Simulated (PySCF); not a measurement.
Gas-phase equilibrium of 1 mol B2O3, 39 mol H2O at 600 K and 0.100 bar, among 22 species (BH3, BO, O2, B2H6, O, HO2, B3O3H3, H2O, H, HBO2, H2O2, O3, B2O, H2, (HBO2)3, B(OH)3, BH, BH2, B2O2, B2O3, B, OH). Only gases are allowed; each row takes one source of thermochemistry for all species, and Cantera finds the minimum.

Computed with PySCF and rigid-rotor harmonic-oscillator thermochemistry at 1 bar. S°(298 K) at PBE0/def2-TZVP differs from the NASA 1993 table for (HBO2)3 (+10 J/mol/K); whether the harmonic model or the table's entry is off was not settled. † marks an energy on the PBE0/def2-TZVP geometry and frequencies; other levels use their own. MP2 and CCSD(T) freeze the core. 6-31G* has spherical d functions here. Open shells (unrestricted) among the columns below: OH (multiplicity 2, electronic degeneracy 4); the rest are closed-shell singlets. Spin-orbit splitting is ignored; it lowers the true energy and changes the entropy of OH. MP2 isn't extrapolated to the basis-set limit. CCSD(T) isn't extrapolated to the basis-set limit. The harmonic model lacks anharmonicity and excited electronic states, which grow with temperature; levels with a mode under 35 cm⁻¹ are left out. Internal rotation in (HBO2)3, B(OH)3 is treated as a harmonic vibration of one conformer, which makes the entropy rough.

Molecules larger than those listed are left out. Table species left out: BO2, B2, HBO.

With BLYP/def2-TZVP† thermochemistry: H2O 0.96, B(OH)3 0.038, (HBO2)3 0.0046, OH <1e-12, H2 4.3e-10.

Question: How far does the composition move with the other sources (CCSD(T)/def2-SVP†, HF/6-31G*, MP2/def2-SVP†, PBE/def2-SVP, PBE0/def2-TZVP)?

Answer: 
| thermochemistry | x H2O | x B(OH)3 | x (HBO2)3 | x OH | x H2 |
|---|---|---|---|---|---|
| BLYP/def2-TZVP† | 0.96 | 0.038 | 0.0046 | <1e-12 | 4.3e-10 |
| CCSD(T)/def2-SVP† | 0.95 | 0.047 | 0.0017 | <1e-12 | 9.4e-11 |
| HF/6-31G* | 0.96 | 0.028 | 0.0082 | 6.6e-7 | 3.7e-7 |
| MP2/def2-SVP† | 0.95 | 0.050 | 0.00088 | <1e-12 | 3.6e-11 |
| PBE/def2-SVP | 0.95 | 0.053 | 2.5e-5 | <1e-12 | 1.6e-9 |
| PBE0/def2-TZVP | 0.96 | 0.037 | 0.0052 | <1e-12 | 2.4e-11 |
The most sensitive of these is OH: it spans a factor of 10^5.8 over these rows; at this temperature one factor of ten is RT ln 10 = 11 kJ/mol.
